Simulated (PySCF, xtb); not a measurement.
C2H9FSi3, SMILES F[C@H]1C[SiH2][Si@@H]1[SiH3].

Harmonic wavenumbers (cm⁻¹) from xtb 6.7.1 with GFN2-xTB at its own minimum, in rising order: 30, 55, 85, 104, 247, 307, 356, 378, 398, 425, 432, 489, 502, 516, 613, 622, 631, 736, 747, 778, 805, 810, 821, 975, 1036, 1075, 1198, 1226, 1302, 1478, 2113, 2190, 2209, 2232, 2237, 2244, 2893, 2986, 3001.

### Question
What does B3LYP-D3(BJ)/def2-SVP run with PySCF give at its own minimum? (An estimate is asked for; the answer gives what the named calculation found.)

### Answer
74, 83, 95, 132, 247, 324, 376, 386, 429, 451, 507, 530, 566, 629, 666, 684, 724, 733, 833, 885, 942, 942, 944, 981, 1064, 1067, 1147, 1244, 1354, 1431, 2200, 2207, 2216, 2217, 2218, 2232, 3010, 3038, 3103. Paired by order, the mean absolute difference is 50 cm⁻¹ and the zero-point energies are 59.0 and 61.3 kcal/mol.
